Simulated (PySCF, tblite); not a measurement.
**Question.** Write Cartesian coordinates for InChI=1S/C5H8N2Si/c1-4-2-5(8)3-6-7-4/h2-3H,1,8H3 as optimised with GFN2-xTB.

**Answer.** 
```xyz
16
C5H8N2Si angstrom
C      2.6940   -0.5392   -0.4131
C      1.4011    0.1704   -0.1759
C      0.1888   -0.5237   -0.0811
C     -0.9732    0.1928    0.1413
Si    -2.6769   -0.6090    0.3022
C     -0.7948    1.5797    0.2532
N      0.3714    2.1773    0.1556
N      1.4534    1.4868   -0.0570
H      3.4905    0.1896   -0.5289
H      2.9241   -1.1898    0.4296
H      2.6290   -1.1545   -1.3088
H      0.1722   -1.6003   -0.1828
H     -3.6420    0.2302   -0.4066
H     -2.6043   -1.9446   -0.2911
H     -3.0056   -0.6942    1.7260
H     -1.6354    2.2374    0.4258
```

Any rigid rotation of these coordinates is as good. Atoms count from 1 in this order. The C–C distances run from 1.383 Å (C3–C4, aromatic) to 1.494 Å (C1–C2, drawn single), a spread of 0.111 Å. The 8 heavy atoms lie in one plane (0.003 Å rms). Si5 (SiH3 silicon) is tetrahedral (angles from 107.9° to 111.1°). The 6-membered ring C2–C3–C4–C6–N7–N8 has internal angles of 114.7° to 123.8°; it is planar, 0.00 Å rms from its mean plane, widest ring torsion 0°.

Bonds between heavy atoms (Å): C1–C2 1.494, C2–C3 1.400, C3–C4 1.383, C4–Si5 1.890, C4–C6 1.403, C6–N7 1.314, N7–N8 1.301, C2–N8 1.323.

Computed geometry: GFN2-xTB, gas phase.

Its GFN2-xTB frequencies are all real (lowest 22 cm⁻¹).
